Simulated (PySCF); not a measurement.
## Sc⁺ (scandium, charge +1) across methods

[Ar] 3d1 4s1, high-spin 3D determinant. All numbers are calculated (PySCF 2.14, scalar relativity by spin-free X2C-1e, in aug-cc-pwCVTZ-DK (10s9p7d4f3g, 127 functions)).

```tsv
method	E (hartree)	mean ε 3p β (eV)	mean ε 3d α (eV)	mean ε 4s α (eV)	Σ⟨r²⟩ (bohr²)	⟨S²⟩
UHF	-763.08792	-48.675	-16.395	-12.294	30.27	2.002
MN15	-764.280	-43.591	-12.709	-11.050	29.75	2.000
PBE0	-763.766	-42.499	-12.281	-10.817	29.64	2.001
PBE	-763.729	-40.049	-10.747	-10.194	29.66	2.000
LDA	-761.966	-40.120	-10.664	-10.380	29.46	2.000
wB97M-V	-763.892	-45.061	-14.602	-12.502	29.95	2.000
revPBE	-763.858	-40.043	-10.739	-10.136	29.71	2.001
```
